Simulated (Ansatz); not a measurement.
The cluster Cs3F2. The state is a doublet with charge 0. Geometry PBE-D4/def2-TZVP; atoms count from 1.

```xyz
5

Cs    1.8511   -0.0458   -1.3369
Cs   -2.0729   -0.9517   -0.2386
Cs    0.4169    1.8694    2.9545
F    -0.2795   -1.3513   -2.0913
F     0.0845    0.4794    0.7123
```

In the def2 sets Cs takes a core potential; there is no spin–orbit coupling. The structure comes from a short search, and lower isomers may exist.

**Question.** Estimate the Mulliken populations from the PBE0/def2-TZVP orbitals of Ansatz.

**Answer.** 
```json
{"atom": "Cs1", "charge (e)": "0.69", "spin (α − β)": "0.14"}
{"atom": "Cs2", "charge (e)": "0.69", "spin (α − β)": "0.13"}
{"atom": "Cs3", "charge (e)": "0.18", "spin (α − β)": "0.74"}
{"atom": "F4", "charge (e)": "-0.77", "spin (α − β)": "0.00"}
{"atom": "F5", "charge (e)": "-0.78", "spin (α − β)": "0.00"}
```
Mulliken values and Mayer orders depend strongly on the basis.

**Question.** Where does the spin sit?

**Answer.** Summed by element: Cs 1.00, F 0.00, of 1 unpaired in all. Largest on single atoms: Cs3 0.74, Cs1 0.14, Cs2 0.13.
